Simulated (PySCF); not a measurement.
Cl3Ga (SMILES [Cl][Ga]([Cl])[Cl]), singlet, geometry from GFN2-xTB (such geometries of metal compounds can be far from the true shape). Base run: PBE0/6-31G in PySCF.

Here is a job for PySCF.
```python
from pyscf import gto, scf, dft

mol = gto.M(
    atom='''
Ga    0.000000    0.000000   -0.000000
Cl   -1.760000   -1.105817   -0.208205
Cl    0.100325    1.952147   -0.736775
Cl    1.659675   -0.846330    0.944980
''',
    basis='6-31g',
    charge=0,
    spin=0,
    verbose=4,
)

mf = dft.RKS(mol)
mf.xc = 'pbe0'
mf.kernel()
```

Variants of this job, named by their change:

```tsv
change	basis functions	E (Eh)	HOMO (eV)	HOMO-LUMO gap (eV)
base	66	-3304.45686	-9.75	7.31
basis = x2c-SVPall; relativity = spin-free X2C; nucleus = Gaussian (with nucmod='G')	86	-3327.35482	-9.30	7.60
basis = cc-pVDZ-DK; relativity = spin-free X2C	81	-3328.10726	-9.39	7.50
basis = x2c-SVPall; relativity = spin-free X2C	86	-3327.36470	-9.30	7.60
basis = x2c-SVPall; relativity = none	86	-3296.64335	-9.32	7.90
basis = x2c-TZVPall; relativity = none	159	-3296.30156	-9.45	7.83
basis = cc-pVDZ-DK; relativity = none	81	-3293.94618	-9.42	7.76
basis = x2c-TZVPall; relativity = spin-free X2C; nucleus = Gaussian (with nucmod='G')	159	-3328.22233	-9.43	7.59
basis = x2c-TZVPall; relativity = spin-free X2C	159	-3328.23304	-9.43	7.59
basis = cc-pVDZ-DK; relativity = spin-free X2C; nucleus = Gaussian (with nucmod='G')	81	-3328.09619	-9.39	7.50
```

Totals shift with the method and basis; they matter in differences.

Basis sets contracted for a relativistic Hamiltonian are a mismatch without it, so the rows without relativity aren't non-relativistic limits. No row has spin-orbit coupling; sets with core potentials leave out the core electrons.
